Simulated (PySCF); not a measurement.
Arsenic: a sound run and one with changed settings

Sound run: As [Ar] 3d10 4s2 4p3, As⁺ [Ar] 3d10 4s2 4p2. Computed with PySCF 2.14 in cc-pVTZ-PP with ECP10MDF, with scalar relativity through the core potential. The sound run starts from symmetry-adapted Hartree-Fock orbitals and uses a fine grid where one is needed.

Changed run: radial step 1.2 in ln r (0.13 in the sound run). This setting is unsound on purpose.

| species | method | sound run (hartree) | changed run (hartree) | converged |
| --- | --- | --- | --- | --- |
| As | UHF | -331.21015 | -331.21015 | yes |
| As | LDA | -331.90473 | -325.32786 | yes |
| As | B3LYP | -332.46986 | -327.21875 | yes |
| As⁺ | UHF | -330.86383 | -330.86383 | yes |
| As⁺ | LDA | -331.53765 | -324.83281 | yes |
| As⁺ | B3LYP | -332.10957 | -326.76484 | yes |

Ionisation energy of As:

```
method  sound run (eV)  changed run (eV)
   UHF           9.424             9.424
   LDA           9.989            13.471
 B3LYP           9.804            12.351
```

A coarse radial grid mis-integrates the density and the exchange-correlation energy, with errors of either sign; Hartree-Fock needs no grid.

For comparison, NIST gives 9.789 eV between the lowest levels.
